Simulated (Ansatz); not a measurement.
# Redistribution: C2H3F + C2HFI2 → 2 C2H2FI

Species: C2H3F `C=CF`, singlet; C2HFI2 `F/C(I)=C\I`, singlet; C2H2FI `C=C(F)I`, singlet. The partners trade H for I; both sit on C, so the bond types are kept.

Shapes, held fixed at every level: PBE0-D4/def2-TZVP. Programs: Ansatz 0.2.0. The zero-point and thermal change to 298 K, harmonic and unscaled (PBE0-D4/def2-TZVP), is -1.8 kJ/mol.

Problem. Estimate ΔH(298 K) of this reaction.

Solution. The highest level, CCSD(T)/def2-TZVPP, gives ΔH(298 K) = +4.2 kJ/mol; the levels span -2.8 to +9.5. They disagree on the sign: 6 of 8 are positive. The column of differences is taken from that level and isn't an error. No measured value is set beside it here. For atoms past krypton def2 sets carry core potentials with scalar relativity. Outer-core shells of I are correlated, in sets that cover them unevenly.

```csv
level,kind,ΔH(298 K) (kJ/mol),less CCSD(T)/def2-TZVPP
HF/def2-SVP,Hartree–Fock,+9.5,+5.3
SPW92/def2-TZVPP,LDA,-2.8,-7.0
PBE-D4/def2-TZVPP,GGA,-0.1,-4.3
BHLYP-D4/def2-TZVPP,global hybrid,+5.3,+1.1
r2SCAN0-D4/def2-TZVPP,global hybrid,+1.3,-2.9
MP2/def2-SVP,perturbation theory,+7.6,+3.4
MP2/def2-TZVPP,perturbation theory,+6.2,+2.0
CCSD(T)/def2-TZVPP,coupled cluster or CI,+4.2,0.0
```
